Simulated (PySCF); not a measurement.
**Frontier orbitals and the lowest excitations**

C6H6ClF.
Z-matrix (Å and degrees, GFN2-xTB geometry), rows numbered from 1:
```
C 
C   1  1.3319
C   2  1.4369  1  123.28
C   3  1.3450  2  123.41  1  -179.99
C   4  1.4346  3  123.80  2  -179.98
F   5  1.3555  4  116.08  3     0.02
C   5  1.3402  4  128.11  3  -180.00
Cl  7  1.7073  5  122.87  4     0.01
H   1  1.0776  2  121.47  3    -0.03
H   1  1.0760  2  121.99  3   179.99
H   2  1.0823  1  120.27  3  -179.96
H   3  1.0819  2  116.89  1     0.08
H   4  1.0800  3  120.88  2     0.06
H   7  1.0782  5  121.77  4  -179.99
```

The calculation used TDDFT B3LYP/def2-SVPD, vertical, gas phase, core orbitals frozen in the response (PySCF 2.14.0, density-fitted response routines).

Kohn–Sham orbitals with the atoms that hold most of them (Löwdin shares over 4%, at most four atoms; ? is withheld):

```tsv
orbital	ε (eV)	atoms
HOMO-3	-9.62	C3 25%, C2 22%, C4 17%, C1 11%
HOMO-2	-8.95	Cl8 75%, C7 11%
HOMO-1	-7.94	?
HOMO	?	?
LUMO	-2.11	C1 18%, C7 17%, C3 16%, C4 15%
LUMO+1	0.29	Cl8 56%, C7 17%, F6 9%, C5 8%
LUMO+2	0.41	C2 26%, C1 19%, C5 12%, C7 9%
```

Problem. Give the leading atoms of the HOMO-1.

Solution. Cl8 (bonded to C) 17%; C2 (bonded to 2 C and H) 16%; C1 (bonded to C and 2 H) 15%; C5 (bonded to 2 C and F) 15%. By element: carbon 45% or more, chlorine 17%.

Problem. Which atoms hold the HOMO, and with what shares?

Solution. C7 (bonded to C, Cl and H) 20%; C1 (bonded to C and 2 H) 14%; C3 (bonded to 2 C and H) 13%; Cl8 (bonded to C) 13%. By element: carbon 47% or more, chlorine 13%.

Problem. What is the HOMO energy, and the HOMO–LUMO gap?

Solution. ε(HOMO) = -6.30 eV; the gap is 4.19 eV (0.1541 hartree).

Problem. How does S1 compare with the orbital gap of 4.19 eV?

Solution. S1 is at 4.36 eV (f = 0.897), 0.17 eV above the gap, made of HOMO→LUMO (96%). 

Problem. Give energy, strength and leading configuration of S1, S2, S3 and S4, and follow the Löwdin shares of the leading atoms from the occupied to the empty orbital.

Solution. 
- S1 (4.36 eV, f 0.897), HOMO→LUMO (96%): C7 20% → 17%, C1 14% → 18%
- S2 (5.34 eV, f 0.137), HOMO-1→LUMO (80%): Cl8 17% → at most 15%, C2 16% → at most 15%, C1 15% → 18%, C7 at most 15% → 17%
- S3 (5.62 eV, f 0.0007), HOMO→LUMO+1 (95%): C7 20% → 17%, C1 14% → at most 9%, Cl8 13% → 56%
- S4 (5.89 eV, f 0.0000), HOMO-2→LUMO (98%): Cl8 75% → at most 15%, C7 11% → 17%, C1 at most 4% → 18%

One conformer stands for the species.
